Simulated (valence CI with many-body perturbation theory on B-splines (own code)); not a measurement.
**E1 transitions of Sm49+**

Method: relativistic CI+MBPT: three valence electrons over a frozen Dirac-Fock core [Ne], radial functions for each j: 11 s, 11 p, 10 d, 8 f, 5 g, 2 h, with the one-electron correlation potential Σ1 (screened to all orders), the two-electron term Σ2, the three-electron term Σ3, Breit, model QED; selected single and double excitations, second order for the rest, scaled by the run's own slope (own B-spline code, finite nucleus).

No measured spectrum was set against this ion. As an estimate, large intervals hold to a few tenths of a per cent, small ones and those within an open d or f shell to about a per cent.

Lines 201 to 250 of 586 in falling wavelength, among levels below 156.19 Ry, chosen from the strongest by gf and those to the six lowest levels. Wavelengths and rates use the calculated energies. Electric multipoles are in the length gauge, E1 and E2 with the static RPA response of the core. Weak lines are less certain than strong ones. Lines between different terms over intervals too small for the method are left out, as are lines whose strength nearly cancels. The highest levels of a list are the least certain.

Levels are named by their leading jj configuration (3d3/2^4 stands for four electrons in 3d with j = 3/2), which in mixed levels can hold well under half, so a name can repeat and another be missing. Letters in brackets count levels of one name in rising energy.

| λ vac (Å) | Upper | Lower | A (s⁻¹) | S (a.u.) with core polarisation | S without |
| --- | --- | --- | --- | --- | --- |
| 55.51 | (3p1/2 3d5/2^2) J=7/2 | (3p1/2 3p3/2 3d5/2) J=7/2 [a] | 3.75e+10 | 2.53e-02 | 2.57e-02 |
| 55.38 | (3d3/2 3d5/2^2) J=7/2 [b] | (3p3/2 3d3/2 3d5/2) J=7/2 [b] | 9.59e+10 | 6.43e-02 | 6.53e-02 |
| 55.32 | (3d3/2 3d5/2^2) J=11/2 | (3p3/2 3d3/2 3d5/2) J=11/2 | 3.36e+10 | 3.37e-02 | 3.42e-02 |
| 55.24 | (3d3/2 3d5/2^2) J=9/2 | (3p3/2 3d3/2 3d5/2) J=9/2 [a] | 9.00e+10 | 7.49e-02 | 7.61e-02 |
| 55.13 | (3s 3d5/2^2) J=5/2 | (3s 3p3/2 3d3/2) J=5/2 [b] | 8.41e+10 | 4.17e-02 | 4.24e-02 |
| 55.03 | (3d3/2 3d5/2^2) J=5/2 [b] | (3p3/2 3d3/2 3d5/2) J=5/2 [b] | 8.17e+10 | 4.03e-02 | 4.09e-02 |
| 54.94 | (3d5/2^3) J=3/2 | (3p3/2 3d3/2 3d5/2) J=5/2 [e] | 1.37e+11 | 4.49e-02 | 4.56e-02 |
| 54.86 | (3d5/2^3) J=9/2 | (3p3/2 3d3/2 3d5/2) J=9/2 [b] | 3.59e+10 | 2.93e-02 | 2.97e-02 |
| 54.78 | (3p3/2 3d5/2^2) J=9/2 | (3p3/2^2 3d3/2) J=7/2 | 6.82e+10 | 5.53e-02 | 5.63e-02 |
| 54.59 | (3s 3d5/2^2) J=5/2 | (3s 3p3/2 3d5/2) J=5/2 [a] | 1.33e+11 | 6.41e-02 | 6.51e-02 |
| 54.58 | (3s 3d5/2^2) J=3/2 | (3s 3p3/2 3d5/2) J=3/2 [a] | 1.04e+11 | 3.35e-02 | 3.40e-02 |
| 54.52 | (3s 3p1/2 3d5/2) J=3/2 | (3s 3p1/2 3p3/2) J=5/2 | 2.19e+10 | 6.99e-03 | 7.12e-03 |
| 54.42 | (3d3/2 3d5/2^2) J=3/2 [b] | (3p3/2 3d3/2 3d5/2) J=5/2 [c] | 6.81e+10 | 2.17e-02 | 2.20e-02 |
| 53.85 | (3s 3d3/2 3d5/2) J=7/2 [b] | (3s 3p3/2 3d3/2) J=7/2 | 4.40e+10 | 2.71e-02 | 2.76e-02 |
| 53.79 | (3p3/2 3d3/2 3d5/2) J=5/2 [d] | (3p3/2^2 3d3/2) J=3/2 [a] | 4.79e+10 | 2.21e-02 | 2.24e-02 |
| 53.68 | (3s 3d5/2^2) J=7/2 | (3s 3p3/2 3d5/2) J=5/2 [a] | 4.79e+10 | 2.93e-02 | 2.98e-02 |
| 53.40 | (3s 3p3/2 3d5/2) J=7/2 [b] | (3s 3p3/2^2) J=5/2 | 2.19e+11 | 1.31e-01 | 1.34e-01 |
| 53.10 | (3s 3d3/2 3d5/2) J=5/2 [b] | (3s 3p3/2 3d3/2) J=5/2 [a] | 6.83e+10 | 3.03e-02 | 3.08e-02 |
| 52.76 | (3s 3d5/2^2) J=9/2 | (3s 3p3/2 3d5/2) J=9/2 | 1.05e+11 | 7.64e-02 | 7.76e-02 |
| 52.71 | (3p3/2 3d5/2^2) J=7/2 [b] | (3p3/2^2 3d5/2) J=7/2 | 1.61e+11 | 9.30e-02 | 9.45e-02 |
| 52.61 | (3p3/2^2 3d3/2) J=7/2 | (3s 3p3/2 3d5/2) J=5/2 [b] | 4.48e+10 | 2.57e-02 | 2.62e-02 |
| 52.29 | (3s 3p1/2 3d5/2) J=5/2 [b] | (3s 3p1/2 3p3/2) J=3/2 [a] | 7.19e+09 | 3.04e-03 | 3.09e-03 |
| 52.25 | (3p3/2 3d5/2^2) J=5/2 | (3p3/2^2 3d5/2) J=7/2 | 4.86e+10 | 2.05e-02 | 2.09e-02 |
| 52.10 | (3d5/2^3) J=5/2 | (3p3/2 3d5/2^2) J=7/2 [a] | 4.77e+10 | 2.00e-02 | 2.03e-02 |
| 51.72 | (3p3/2 3d5/2^2) J=3/2 [b] | (3p3/2^2 3d5/2) J=1/2 | 1.21e+11 | 3.31e-02 | 3.37e-02 |
| 51.44 | (3s 3d5/2^2) J=1/2 | (3s 3p3/2 3d5/2) J=3/2 [a] | 1.29e+11 | 1.73e-02 | 1.76e-02 |
| 51.37 | (3s 3p1/2 3d5/2) J=3/2 | (3s 3p1/2 3p3/2) J=3/2 [a] | 4.69e+10 | 1.25e-02 | 1.28e-02 |
| 49.45 | (3s 3p3/2 3d5/2) J=5/2 [b] | (3s 3p3/2^2) J=5/2 | 6.80e+10 | 2.43e-02 | 2.48e-02 |
| 49.16 | (3p3/2^2 3d5/2) J=7/2 | (3s 3p3/2 3d5/2) J=5/2 [b] | 1.98e+11 | 9.29e-02 | 9.45e-02 |
| 48.37 | (3p3/2 3d3/2^2) J=7/2 | (3s 3d3/2 3d5/2) J=5/2 [a] | 4.20e+10 | 1.88e-02 | 1.91e-02 |
| 47.60 | (3p3/2 3d3/2 3d5/2) J=7/2 [a] | (3s 3d3/2 3d5/2) J=7/2 [b] | 4.77e+10 | 2.03e-02 | 2.07e-02 |
| 47.48 | (3s 3p1/2 3p3/2) J=3/2 [a] | (3s^2 3p1/2) J=1/2 | 2.03e+09 | 4.30e-04 | 4.37e-04 |
| 47.45 | (3p3/2^2 3d3/2) J=5/2 | (3s 3p3/2 3d5/2) J=3/2 [a] | 8.64e+10 | 2.73e-02 | 2.78e-02 |
| 46.57 | (3p3/2^2 3d5/2) J=1/2 | (3s 3p3/2 3d5/2) J=3/2 [b] | 3.58e+11 | 3.57e-02 | 3.63e-02 |
| 46.30 | (3p3/2^2 3d5/2) J=9/2 | (3s 3p3/2 3d5/2) J=7/2 [b] | 4.76e+11 | 2.33e-01 | 2.37e-01 |
| 46.29 | (3p3/2 3d3/2 3d5/2) J=5/2 [e] | (3s 3d5/2^2) J=3/2 | 9.27e+10 | 2.72e-02 | 2.77e-02 |
| 46.21 | (3p3/2^2 3d3/2) J=7/2 | (3s 3p3/2 3d5/2) J=7/2 [a] | 4.34e+10 | 1.69e-02 | 1.72e-02 |
| 46.21 | (3s 3p3/2 3d5/2) J=5/2 [a] | (3s^2 3d5/2) J=5/2 | 1.19e+11 | 3.47e-02 | 3.53e-02 |
| 45.98 | (3p3/2 3d3/2 3d5/2) J=5/2 [d] | (3s 3d5/2^2) J=5/2 | 1.46e+11 | 4.21e-02 | 4.28e-02 |
| 45.80 | (3p3/2^2 3d5/2) J=7/2 | (3s 3p3/2 3d5/2) J=7/2 [b] | 1.16e+11 | 4.39e-02 | 4.46e-02 |
| 45.74 | (3p3/2 3d5/2^2) J=7/2 [a] | (3s 3d5/2^2) J=7/2 | 9.45e+10 | 3.57e-02 | 3.63e-02 |
| 45.66 | (3p3/2 3d3/2 3d5/2) J=3/2 [a] | (3s 3d3/2 3d5/2) J=3/2 [b] | 1.40e+11 | 2.63e-02 | 2.67e-02 |
| 45.59 | (3p3/2 3d3/2 3d5/2) J=9/2 [b] | (3s 3d5/2^2) J=9/2 | 1.34e+11 | 6.28e-02 | 6.39e-02 |
| 45.59 | (3p3/2^2 3d3/2) J=5/2 | (3s 3p3/2 3d5/2) J=5/2 [a] | 7.93e+10 | 2.22e-02 | 2.26e-02 |
| 45.53 | (3p3/2^2 3d3/2) J=1/2 | (3s 3p3/2 3d3/2) J=1/2 [b] | 4.14e+11 | 3.86e-02 | 3.92e-02 |
| 45.42 | (3p1/2 3p3/2 3d5/2) J=3/2 [a] | (3s 3p1/2 3d5/2) J=3/2 | 2.09e+11 | 3.87e-02 | 3.93e-02 |
| 45.42 | (3p3/2 3d3/2 3d5/2) J=5/2 [b] | (3s 3d3/2 3d5/2) J=5/2 [b] | 1.70e+11 | 4.71e-02 | 4.79e-02 |
| 45.37 | (3p3/2 3d3/2 3d5/2) J=11/2 | (3s 3d3/2 3d5/2) J=9/2 | 4.51e+11 | 2.49e-01 | 2.54e-01 |
| 45.35 | (3p3/2 3d5/2^2) J=9/2 | (3s 3d5/2^2) J=7/2 | 7.14e+10 | 3.29e-02 | 3.35e-02 |
| 45.26 | (3s 3p3/2^2) J=5/2 | (3s^2 3p3/2) J=3/2 | 2.45e+11 | 6.74e-02 | 6.86e-02 |
